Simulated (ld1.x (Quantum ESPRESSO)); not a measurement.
# Varying the TM potential for mercury (Hg)

Base potential:

ld1.x (Quantum ESPRESSO) 7.5 input, shortened:

```
&input
   title='Hg', zed=80., rel=1, dft='PZ', iswitch=3,
   config='[Xe] 4f14 5d10 6s2 6p0'
 /
 &inputp
   pseudotype=2, tm=.true., lloc=2,
   nlcc=.true., new_core_ps=.true.
 /
3
6S  1  0   2.00   0.00  2.05  2.05  0.0
6P  2  1   0.00   0.00  2.15  2.15  0.0
5D  3  2  10.00   0.00  1.70  1.70  0.0
 &test
   configts(1)='5d10 6s2 6p0'
 /
```

Cutoffs, loose and tight: the cutoffs (Ry, on a coarse ladder) from which the occupation-weighted sum of valence levels, in a spherical-Bessel basis at the reference potential, stays within 10 and 1 mRy of its value at 400 Ry. They do not see the model core or the augmentation charge, which bear on the density cutoff. Test errors are all-electron minus pseudo excitation energies from the reference, over the configurations 5d10 6s1 6p0; 5d10 6s0 6p0; 5d9 6s0 6p0; 5d10 6s1 6p1; 5d9 6s2 6p0; 5d9 6s2 6p1; 5d10 6s0 6p1 (two spin-polarised tests are not counted in the largest error). A dash means not determined; rows that change the core or the reference have their own tests.

A true bound ghost makes a file unfit for plane-wave use even where its test errors are small: the radial tests pick states by their node count and pass the ghost by.

The default core radius of the base comes out at 0.98 bohr.

```csv
change,outcome,"cutoff, loose","cutoff, tight",bound ghosts,largest test error (meV)
base,generated,50 Ry,70 Ry,"s, p",-67
wave 6p (bound): rc 2.15 bohr becomes 6p (bound): rc 1.80 bohr,generated,50 Ry,70 Ry,"s, p",-69
"core [Xe], valence charge 26; reference 4f14 5d9 6s0 6p0; waves now 6p (bound): rc 2.20 bohr; 5d (bound): rc 1.80 bohr; 4f (bound): rc 0.55 bohr; 6s (bound): rc 1.50 bohr; local potential the s channel; core correction none",failed: run_pseudo: Errors in PS-KS equation,–,–,–,–
"all radii but the core radius scaled by about 0.78 (s 1.60, p 1.68, d 1.32 bohr)",generated,70 Ry,140 Ry,"p, s",-87
functional PBE,generated,50 Ry,70 Ry,"s, p",-70
core correction Bessel-smoothed model core inside 1.16 bohr,generated,50 Ry,70 Ry,"s, p",-67
wave 6s (bound): rc 2.05 bohr becomes 6s (bound): rc 2.30 bohr,generated,50 Ry,70 Ry,"s, p",-67
wave 5d (bound): rc 1.70 bohr becomes 5d (bound): rc 1.34 bohr,generated,70 Ry,90 Ry,"s, p",-75
local potential the s channel,generated,50 Ry,80 Ry,none,-141
wave 5d (bound): rc 1.70 bohr becomes 5d (bound): rc 2.12 bohr,generated,45 Ry,70 Ry,"s, p",-75
core correction Bessel-smoothed model core inside 2.00 bohr,generated,50 Ry,70 Ry,"s, p",-61
wave 5d (bound): rc 1.70 bohr becomes 5d (bound): rc 2.50 bohr,generated,40 Ry,60 Ry,s,+418
```
